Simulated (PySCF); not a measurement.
Work out the structure from these simulated measurements.

Formula: CH2BF3.

* 13C NMR: chemical shifts (computed TMS as zero) by class: 130.3 (1 C) ppm [GIAO PBE0/pcSseg-1]
* UV, strongest line: among the 10 lowest singlet transitions: S10 at 10.33 eV (120 nm, f = 0.121) [TDDFT CAM-B3LYP/def2-SVPD]
* Triplet: lowest triplet excitation (Tamm–Dancoff): 5.05 eV [TDA CAM-B3LYP/def2-SVPD]
* Rotational structure: rotational constants A, B, C: 5.686, 5.278, 5.105 GHz [PBE0-D3(BJ)/def2-SVP]
* XPS: B1s 198.2, C1s 298.0, F1s 694.1 (×3) eV [ΔSCF SCAN, pcX-2 on the ionised atom, pcseg-1 elsewhere, spin-free X2C]
* Couplings: largest of the computed one-bond spin–spin couplings (means over like bonds): 19F–13C -356.2 (×3), 11B–1H +151.2 (×2), 13C–11B +93.6 Hz [B3LYP/pcJ-1]
* 1H NMR: chemical shifts (computed TMS as zero) by class: 7.04 (2 H) ppm [GIAO PBE0/pcSseg-1]
* Polarisability: 30.4 au [CAM-B3LYP/def2-SVPD]

Electronic properties: PySCF, gas phase, density fitting. Levels stand in brackets. Isolated species at its PBE0-D3(BJ)/def2-SVP geometry, gas phase. Each NMR value is the plain mean over a class of atoms that symmetry, rotation or inversion makes alike.

Question: Give a SMILES that accounts for the data.

Answer: The one carbon: carbon bonded to B and 3 F (130.3 ppm). All hydrogens form one class (7.04 ppm): hydrogen on boron. The couplings run between: -356.2 Hz, fluorine bonded to C and carbon bonded to B and 3 F (with 2 like pairs); +151.2 Hz, boron bonded to C and 2 H and its hydrogen (with 1 like pair); +93.6 Hz, carbon bonded to B and 3 F and boron bonded to C and 2 H. The core levels belong to: B1s 198.2 eV, boron bonded to C and 2 H; C1s 298.0 eV, carbon bonded to B and 3 F; F1s 694.1 eV, fluorine bonded to C. One atom of each topological class was ionised and stands for its class. The optimised geometry has point group Cs and is an asymmetric top. Structure: BH2(CF3), `[H]B([H])C(F)(F)F`. The assignments are read from this structure; whether some other isomer fits the data as well wasn't checked.
